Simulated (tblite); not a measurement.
Input of a run (GFN2-xTB geometry optimisation, gas phase (tblite 0.8.0)), started from a force field or distance geometry:
```
{"job": {"kind": "relax", "xc": "GFN2-xTB", "basis": "xTB"}, "charge": 0, "multiplicity": 2}
C     -1.296700     1.744000    -1.196100
C     -0.836800     0.627700    -0.659500
C     -0.933600    -0.730900    -0.065500
C     -1.124300    -1.896200    -0.959800
O     -0.809100    -1.938700    -2.118200
C      0.408300    -0.072400    -0.210900
N      1.001800     0.305900     1.053300
C      2.380400     0.497700     1.289600
O      3.243200    -0.416100     1.094800
H     -0.645200     2.565100    -1.477800
H     -2.390400     1.881000    -1.375100
H     -1.281800    -0.853300     0.974300
H     -1.579600    -2.802200    -0.495900
H      1.081400    -0.356900    -1.028500
H      2.777900     1.453200     1.647600
```

Output (eV, eV/Å):
```
step      E/eV     max force
  0    -728.59193    4.343
  1    -728.96353    3.397
  2    -729.13462    1.235
  3    -729.20906    0.933
  4    -729.29954    0.538
  5    -729.31512    0.572
  6    -729.32732    0.335
  7    -729.33483    0.265
  8    -729.34205    0.187
  9    -729.34515    0.211
 10    -729.34835    0.158
 11    -729.35117    0.189
 12    -729.35474    0.181
 13    -729.35688    0.120
 14    -729.35902    0.108
 15    -729.36152    0.137
 16    -729.36460    0.187
 17    -729.36769    0.165
 18    -729.37040    0.130
 19    -729.37240    0.098
 20    -729.37409    0.092
 21    -729.37552    0.087
 22    -729.37695    0.123
 23    -729.37867    0.135
 24    -729.38049    0.117
 25    -729.38221    0.127
 26    -729.38379    0.112
 27    -729.38526    0.099
 28    -729.38663    0.093
 29    -729.38795    0.106
 30    -729.38920    0.114
 31    -729.39036    0.079
 32    -729.39132    0.095
 33    -729.39215    0.131
 34    -729.39314    0.125
 35    -729.39488    0.093
 36    -729.39603    0.073
 37    -729.39709    0.062
 38    -729.39772    0.083
 39    -729.39843    0.084
 40    -729.39922    0.061
 41    -729.39989    0.054
 42    -729.40032    0.052
 43    -729.40062    0.045
 44    -729.40086    0.039
 45    -729.40107    0.036
 46    -729.40121    0.027
 47    -729.40133    0.026
 48    -729.40143    0.027
 49    -729.40152    0.022
 50    -729.40161    0.028
 51    -729.40170    0.031
 52    -729.40180    0.026
 53    -729.40188    0.021
 54    -729.40193    0.019
 55    -729.40198    0.020
 56    -729.40204    0.022
 57    -729.40214    0.021
 58    -729.40222    0.018
 59    -729.40228    0.016
 60    -729.40232    0.022
 61    -729.40237    0.021
 62    -729.40241    0.017
 63    -729.40245    0.018
 64    -729.40247    0.013
 65    -729.40249    0.014
 66    -729.40251    0.012
 67    -729.40252    0.013
 68    -729.40254    0.013
 69    -729.40256    0.015
 70    -729.40259    0.017
 71    -729.40261    0.014
 72    -729.40264    0.014
 73    -729.40266    0.014
 74    -729.40268    0.014
 75    -729.40271    0.013
 76    -729.40273    0.010
 77    -729.40275    0.012
 78    -729.40277    0.012
 79    -729.40279    0.011
 80    -729.40281    0.012
 81    -729.40283    0.010
 82    -729.40284    0.011
 83    -729.40285    0.012
 84    -729.40287    0.013
 85    -729.40290    0.020
 86    -729.40296    0.027
 87    -729.40304    0.035
 88    -729.40314    0.032
 89    -729.40322    0.018
 90    -729.40325    0.011
 91    -729.40326    0.007
```

**Question.** Summarise the run.

**Answer.** The energy falls by 18.7 kcal/mol over 91 L-BFGS steps, the largest force on an atom goes from 4.34 to 0.007 eV/Å, and the atoms move by 0.227 Å rms after alignment. The bond that changes most is C6–N7 (ends: carbon bonded to 2 C, N and H; nitrogen bonded to 2 C), which shortens by 0.103 Å. Bonds longer at the end by more than 0.005 Å: 2 of 15; shorter: 10. Among the angles that change most is N7–C8–H15, from 121.9° to 111.4°. Among the dihedrals that turn most is C6–N7–C8–H15, from 121° to 160°. The energy never rose by more than 1e-5 eV on the way. The first step brought 46 % of the lowering.

**Question.** What are the final bond lengths?

**Answer.** C1=C2 1.302 Å, C2–C3 1.452 Å, C3–C4 1.472 Å, C4=O5 1.200 Å, C3–C6 1.600 Å, C6–N7 1.344 Å, N7–C8 1.343 Å, C8=O9 1.214 Å, C2–C6 1.495 Å, C1–H10 1.077 Å, C1–H11 1.078 Å, C3–H12 1.082 Å, C4–H13 1.107 Å, C6–H14 1.093 Å, C8–H15 1.102 Å. Numbering counts from 1 in the input's order; the species is `C=C1[C@@H](C=O)[C@@H]1[N]C=O` [radical].

The run took 0.42 s of wall time on one thread of an Arm Neoverse V2, on a shared host.

Its GFN2-xTB frequencies are all real (lowest 32 cm⁻¹).

One conformer stands for the species.

The numbers are calculated, not measured.
